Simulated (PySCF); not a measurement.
SnHI, SMILES [SnH][I] (connectivity only; charge and spin as stated), neutral, multiplicity 1.

Geometry: B3LYP-D3(BJ)/def2-TZVP. The def2 effective core potentials stand for the cores of I, Sn; spin–orbit coupling is left out.

The numbers are results of C-PCM-M06-2X/def2-SVP (PySCF), not measurements.

The values are the electrostatic part of the solvation free energy, E(continuum) − E(gas) at the gas-phase geometry, in a cavity of scaled van der Waals radii (PySCF's table); cavitation and dispersion terms are not included. A continuum can't describe solvent molecules that bind to the metal. In vacuum the orbital gap is 5.33 eV. The dipole moment in vacuum is 3.05 D.

Computed values in water (ε = 78.36), benzene (ε = 2.27), acetonitrile (ε = 35.69):
```json
[
 {"solvent": "water", "ε": "78.36", "ΔG(elec) (kcal/mol)": "-4.8", "dipole (D)": "4.56", "gap (eV)": "5.69"},
 {"solvent": "benzene", "ε": "2.27", "ΔG(elec) (kcal/mol)": "-2.5", "dipole (D)": "3.77", "gap (eV)": "5.52"},
 {"solvent": "acetonitrile", "ε": "35.69", "ΔG(elec) (kcal/mol)": "-4.7", "dipole (D)": "4.53", "gap (eV)": "5.68"}
]
```
